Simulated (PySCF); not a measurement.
**Bi₂: from constants to spectrum**

RHF-CCSD(T) constants of Bi₂, singlet, closed shell (PySCF, scalar-relativistic core potentials, basis sets Bi def2-SVP with ECP60; masses 208.9804 and 208.9804 u):

* ωe: 175.8 cm⁻¹
* ωexe: 0.383 cm⁻¹
* Be: 0.021913 cm⁻¹
* αe: 4.78e-05 cm⁻¹
* D (centrifugal): 1.36e-09 cm⁻¹
* De to Bi + Bi: 1.73 eV

Q: Give the vibrational terms G(v) and spacings up to v = 6.

A: G(v) = ωe(v+½) − ωexe(v+½)².

```json
{"v": "0", "G(v) (cm⁻¹)": "87.8", "G(v) − G(v−1)": "", "Bv (cm⁻¹)": "0.02189"}
{"v": "1", "G(v) (cm⁻¹)": "262.8", "G(v) − G(v−1)": "175.0", "Bv (cm⁻¹)": "0.02184"}
{"v": "2", "G(v) (cm⁻¹)": "437.1", "G(v) − G(v−1)": "174.3", "Bv (cm⁻¹)": "0.02179"}
{"v": "3", "G(v) (cm⁻¹)": "610.6", "G(v) − G(v−1)": "173.5", "Bv (cm⁻¹)": "0.02175"}
{"v": "4", "G(v) (cm⁻¹)": "783.3", "G(v) − G(v−1)": "172.7", "Bv (cm⁻¹)": "0.02170"}
{"v": "5", "G(v) (cm⁻¹)": "955.3", "G(v) − G(v−1)": "172.0", "Bv (cm⁻¹)": "0.02165"}
{"v": "6", "G(v) (cm⁻¹)": "1126.5", "G(v) − G(v−1)": "171.2", "Bv (cm⁻¹)": "0.02160"}
```

Q: How well does the Morse estimate ωe²/(4ωexe) reproduce De, and what is D0?

A: It gives 2.50 eV, 145 % of the computed De. D0 = De − G(0) = 1.73 − 0.01 = 1.72 eV.

Correlated steps freeze 8 core orbitals. Correlated levels converge slowly with the basis: in double zeta they bind strong bonds too weakly, by up to about 1 eV, and carry superposition errors of some tenths. These are scalar-relativistic numbers at best; spin–orbit coupling would shift them, the dissociation energy most. Where the molecule has an RHF reference, its open-shell atoms are computed with UHF.
